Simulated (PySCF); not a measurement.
# Nuclear quadrupole coupling in `COC[C@@H](C)O[C@H]1C=CC1`

C8H14O2.
Structure used (GFN2-xTB), in Å, numbered top down from 1:
```xyz
24
C8H14O2 angstrom
C      1.9148   -0.0036   -2.2086
O      1.0940   -0.5867   -1.2321
C      1.4673   -0.2339    0.0793
C      0.4774   -0.8591    1.0735
C      1.0922   -0.9673    2.4649
O     -0.7021   -0.0964    1.2122
C     -1.5559   -0.0737    0.1009
C     -2.9453    0.4388    0.3933
C     -2.8662    1.4284   -0.4896
C     -1.4484    1.1328   -0.8884
H      1.8521    1.0917   -2.1798
H      1.5589   -0.3634   -3.1717
H      2.9633   -0.2982   -2.0730
H      2.4841   -0.6024    0.2886
H      1.4664    0.8593    0.2030
H      0.2227   -1.8613    0.6902
H      1.4012    0.0163    2.8075
H      1.9506   -1.6324    2.4532
H      0.3481   -1.3534    3.1551
H     -1.5366   -1.0424   -0.4161
H     -3.6940    0.0885    1.0784
H     -3.5518    2.1817   -0.8333
H     -0.7295    1.8837   -0.5686
H     -1.2747    0.8728   -1.9313
```

Field gradients from the PBE0/pcSseg-1 density (PySCF, non-relativistic), principal values in atomic units, ordered |Vxx| ≤ |Vyy| ≤ |Vzz|:

| atom | Vxx | Vyy | Vzz |
| --- | --- | --- | --- |
| O2 | 0.0513 | 1.9845 | -2.0358 |
| O6 | -0.0692 | -1.8920 | 1.9611 |

Question: Find the asymmetry η = (Vxx − Vyy)/Vzz and the couplings χ = eQV/h (234.96 MHz × Q in barn × V in au), with Q(17O) = −0.0256 b.

Answer: 
```tsv
atom	environment	nucleus	η	χzz (MHz)	χxx (MHz)	χyy (MHz)
O2	ether oxygen	17O	0.95	12.25	-0.31	-11.94
O6	ether oxygen	17O	0.93	-11.80	0.42	11.38
```

At O2 and O6 η is above 0.9: Vyy and Vzz are nearly equal in size and opposite in sign, so a small change could swap them and flip the sign of χzz. 

Question: What is Vzz at O6 in SI units (1 au = 9.71736 × 10²¹ V/m²)?

Answer: 1.9611 au = 19.057 × 10²¹ V/m².

Question: And the gradient at the other heavy atoms, for which no coupling is worked out here?

Answer: 
```json
{"atom": "C1", "environment": "methoxy carbon", "Vzz (au)": "0.367", "η": "0.10"}
{"atom": "C3", "environment": "sp3 carbon bound to oxygen", "Vzz (au)": "0.350", "η": "0.07"}
{"atom": "C4", "environment": "sp3 carbon bound to oxygen", "Vzz (au)": "0.340", "η": "0.22"}
{"atom": "C5", "environment": "methyl carbon", "Vzz (au)": "0.069", "η": "0.35"}
{"atom": "C7", "environment": "sp3 carbon bound to oxygen", "Vzz (au)": "0.329", "η": "0.29"}
{"atom": "C8", "environment": "alkene CH carbon", "Vzz (au)": "0.278", "η": "0.70"}
{"atom": "C9", "environment": "alkene CH carbon", "Vzz (au)": "0.326", "η": "0.60"}
{"atom": "C10", "environment": "allylic carbon", "Vzz (au)": "-0.066", "η": "0.48"}
```

Were the hydrogens deuterons (Q(2H) = 0.00286 b), χzz would run from 185 kHz (H16) to 232 kHz (H21).

Isolated species at its GFN2-xTB geometry (one conformer only). GFN2-xTB bond lengths can be off by several hundredths of an ångström, more for odd bonds, and the gradients follow them. A larger basis could move these couplings by a tenth or more.
